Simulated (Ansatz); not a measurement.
Correlation energies of C₄H₃F₃ (`FC1=C(F)C(F)C1`) by basis set

```xyz
10

F    -1.911   -0.800   -1.261
C    -0.870   -0.451   -0.542
C    -0.292   -0.923    0.558
F    -0.490   -1.947    1.359
C     0.672    0.209    0.644
F     2.001   -0.123    0.536
C     0.034    0.735   -0.677
H     0.564    0.877    1.502
H     0.735    0.708   -1.512
H    -0.443    1.715   -0.607
```

Total charge 0; spin multiplicity 1. The structure was optimised at the PBE0-D4/def2-TZVP level. Frozen core, restricted reference, Ansatz 0.2.0. CBS rows extrapolate triple and quadruple zeta; past MP2 they add the triple-zeta difference.

```
     basis     HF (Eh)  MP2 corr.
  def2-SVP  -451.09392   -1.06693
def2-TZVPP  -451.64623   -1.37002
def2-QZVPP  -451.66584   -1.48320
```

Task: Estimate the CCSD correlation energy and the (T) correction in each basis where they were run (hartree).

Result: 
| basis | CCSD corr. | (T) |
| --- | --- | --- |
| def2-SVP | -1.10123 | -0.03069 |
| def2-TZVPP | -1.38977 | -0.05370 |
| CBS(def2) | -1.58678 | as TZ |
